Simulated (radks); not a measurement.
Q: Ionisation of the germanium ion Ge30+, [He], to 1s1 as the strength of local exchange is varied. Calculated with a radial shooting solver on a logarithmic mesh with Libxc functionals: Dirac Kohn-Sham, Slater X-alpha exchange (alpha = 2/3 is LDA exchange), no correlation, spin-unpolarised, spherical densities, finite nucleus; Fermi nuclear charge, rms radius 4.0742 fm.

| alpha | E(Ge30+) (hartree) | exchange (hartree) | IE (eV) | -e of the level emptied (eV) | <r> of it (bohr) |
|---|---|---|---|---|---|
| 0.621 | -1014.00848 | -16.10437 | 13566.5 | 13321.5 (1s1/2) | 0.04670 |
| 0.667 | -1015.20180 | -17.30874 | 13585.9 | 13342.8 (1s1/2) | 0.04667 |
| 0.68 | -1015.53918 | -17.64940 | 13591.4 | 13348.8 (1s1/2) | 0.04666 |
| 0.707 | -1016.24010 | -18.35731 | 13602.9 | 13361.4 (1s1/2) | 0.04664 |
| 0.882 | -1020.78971 | -22.95885 | 13677.1 | 13442.7 (1s1/2) | 0.04651 |
| x | -1023.26428 | -25.46641 | 13717.5 | 13487.0 (1s1/2) | 0.04645 |

Which alpha was used in the last row?

A: alpha = 0.977. NIST Atomic Spectra Database: 13557.4 eV (theoretical). The central value is not met in this range of alpha. Spin polarisation and multiplet splitting are left out, so open shells lie too high by an amount that depends on their filling.

Beside tabulated values, note that spin-unpolarised runs miss the spin-polarisation part of the exchange energy of open shells.
